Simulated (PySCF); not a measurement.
## Be²⁺: ionisation energy

Be²⁺ 1s2 (1S) → Be³⁺ 1s1 (2S), as a difference of total energies. Calculation: PySCF 2.14, in an uncontracted even-tempered set (17 s from 0.49 bohr⁻², ratio 2.2; 7 p from 0.82 bohr⁻², ratio 2.4; 4 d from 2.5 bohr⁻², ratio 2.4; 3 f from 3.7 bohr⁻², ratio 2.4; 3 g from 5.5 bohr⁻², ratio 2.4); scalar relativity by spin-free X2C-1e. Correlated levels: nothing frozen; virtual orbitals above 40 to 60 times the deepest correlated orbital energy dropped. The calculations carry no spin-orbit coupling.

```json
{"method": "UHF", "ionisation energy (eV)": "152.71", "difference from reference (eV)": "-1.19"}
{"method": "LDA", "ionisation energy (eV)": "151.95", "difference from reference (eV)": "-1.95"}
{"method": "PBE", "ionisation energy (eV)": "153.46", "difference from reference (eV)": "-0.44"}
{"method": "PBE0", "ionisation energy (eV)": "153.54", "difference from reference (eV)": "-0.36"}
{"method": "r2SCAN", "ionisation energy (eV)": "153.96", "difference from reference (eV)": "+0.06"}
{"method": "BLYP", "ionisation energy (eV)": "154.05", "difference from reference (eV)": "+0.15"}
{"method": "r2SCANh", "ionisation energy (eV)": "153.95", "difference from reference (eV)": "+0.05"}
{"method": "MP2 (all electrons)", "ionisation energy (eV)": "153.83", "difference from reference (eV)": "-0.07"}
{"method": "SCS-MP2 (all electrons)", "ionisation energy (eV)": "154.05", "difference from reference (eV)": "+0.15"}
```

Reference: 153.90 eV (theoretical estimate listed by NIST; NIST Atomic Spectra Database, ionization energies).
